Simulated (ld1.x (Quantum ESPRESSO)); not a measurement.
## potassium: one change to a TM potential, before and after

* Element: K (Z = 19)
* Generator: ld1.x (Quantum ESPRESSO) 7.5
* Type: norm-conserving Troullier–Martins (Kleinman–Bylander form)
* Functional: PBE
* Relativity: scalar-relativistic
* Frozen core: [Ne]
* Valence charge: 9
* Reference configuration: 3s2 3p6 4s1 4p0
* Partial waves: 3s (bound): rc 1.25 bohr; 3d channel at 0.45 Ry: rc 1.00 bohr; 4f channel at -0.05 Ry: rc 1.00 bohr; 3p (bound): rc 1.30 bohr
* Local potential: the p channel
* Core correction: none

Occupied shells without a wave of their own: 4s. They enter only through the test configuration that unscreens the potential.

Change: functional PBEsol.

Cutoffs: the cutoffs (Ry, on a coarse ladder) from which the occupation-weighted sum of valence levels, in a spherical-Bessel basis at the reference potential, stays within 10 and 1 mRy of its value at 400 Ry; they do not see the model core or the augmentation charge, which bear on the density cutoff. Errors are all-electron minus pseudo energies relative to the spin-unpolarised reference configuration.

Q: What does the change do?

A: The potential gets neither clearly harder nor softer (70 Ry and 110 Ry → 70 Ry and 110 Ry); of the 5 tests that both files solve, the error grows in 2 and shrinks in 0 by more than 15 % and 0.3 meV (median size 11.0 → 14.2 meV); neither file shows a bound ghost.

```tsv
quantity	base	changed
cutoff, loose	70 Ry	70 Ry
cutoff, tight	110 Ry	110 Ry
loose cutoff by channel (10 mRy a level)	s 55 Ry, p 21 Ry	s 50 Ry, p 21 Ry
bound ghosts	none	none
error for 3s2 3p6 4s0 4p0, meV [ΔE 4.31 → 4.22 eV]	-18	-18
error for 3s2 3p6 4s0.5 4p0, meV [ΔE 1.64 → 1.62 eV]	-7.0	-6.8
error for 3s2 3p6 4s0 4p1, meV [ΔE 1.55 → 1.52 eV]	-11	-11
error for 3s1 3p6 4s1 4p0, meV [ΔE 41.99 → 41.90 eV]	+11	+15
error for 3s2 3p5 4s1 4p0, meV [ΔE 24.93 → 24.90 eV]	+12	+14
s: phases at 1.40 bohr within 0.05 rad from the reference energy up to (Ry; the scan ends near 5)	to the end of the scan	to the end of the scan
p: phases at 1.40 bohr within 0.05 rad from the reference energy up to (Ry; the scan ends near 5)	to the end of the scan	to the end of the scan
d: phases at 1.40 bohr within 0.05 rad from the reference energy up to (Ry; the scan ends near 5)	to the end of the scan	to the end of the scan
f: phases at 1.40 bohr within 0.05 rad from the reference energy up to (Ry; the scan ends near 5)	to the end of the scan	to the end of the scan
```
